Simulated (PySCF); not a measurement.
Assignment exercise: C$_{6}$H$_{7}$F$_{3}$Si

Bonds (- single, = double, # triple, : aromatic): F1-C2, C2-F3, C2-F4, C2-C5, C5-C6, C6=C7, C7-Si8, Si8-C9, C9=C10, C10-C6. C5 carries H11, H12; C7 carries H13; Si8 carries H14, H15; C9 carries H16; C10 carries H17.

How the numbers were obtained: GIAO PBE/pcSseg-1 shieldings, geometry: PBE0-D3(BJ)/def2-SVP, in PySCF 2.14 (non-relativistic Hamiltonian, averaged over atoms made equivalent by symmetry, fast rotation or ring inversion, isolated molecule, a single conformation).

Shifts are taken against calculated references (same method and geometry level): TMS for 13C and 1H.

**Question.** Assign these signals to the numbered atoms. 13C{1H} NMR (computed): δ 159.3, 158.9, 135.3, 133.4, 132.8, 45.3.

**Answer.** 
| δ (ppm) | atoms | environment | reason |
| --- | --- | --- | --- |
| 159.3 | C6 | fully substituted alkene carbon | as expected for a trigonal carbon in a double bond |
| 158.9 | C10 | alkene CH | the olefinic region |
| 135.3 | C2 | CF3 carbon | 3 electronegative neighbours deshield it |
| 133.4 | C9 | alkene CH | the olefinic region |
| 132.8 | C7 | alkene CH | – |
| 45.3 | C5 | allylic sp3 CH2 | a saturated carbon with 2 carbon neighbours and no heteroatom attached |

C6 and C10; C2 and C9; C9 and C7 lie closer than the usual error of such a calculation, so a measured spectrum could show them in the other order.

**Question.** Assign these signals to the numbered atoms. 1H NMR (500 MHz, computed): δ 7.27 (d, 1H), 6.35 (m, 1H), 6.09 (t, 1H), 4.82 (m, 2H), 2.88 (m, 2H).

**Answer.** 
| δ (ppm) | atoms | environment | reason |
| --- | --- | --- | --- |
| 7.27 | H17 | hydrogen on an alkene CH | attached to an sp2 carbon and in the plane of the double bond |
| 6.35 | H16 | hydrogen on an alkene CH | – |
| 6.09 | H13 | hydrogen on an alkene CH | – |
| 4.82 | H14/H15 | hydrogen on a silicon bonded to 2 C, in a 5-membered ring | – |
| 2.88 | H11/H12 | hydrogen on an allylic sp3 CH2 | allylic position |

Splittings by 19F in the carbon and heteronuclear signals aren't shown, as no couplings were computed. Shifts are as computed. Against solution values, carbons near 30 ppm lie about +2 ppm off and those near 130 ppm about +2 ppm. Of 1309 compounds with measured shifts, 239 miss one by over three times the rms of a fit or turn the order of signals round; such compounds aren't used in these exercises. Multiplicities follow the n + 1 count of equivalent neighbours, as no J values were calculated; m marks all less simple cases, F and P coupling included.
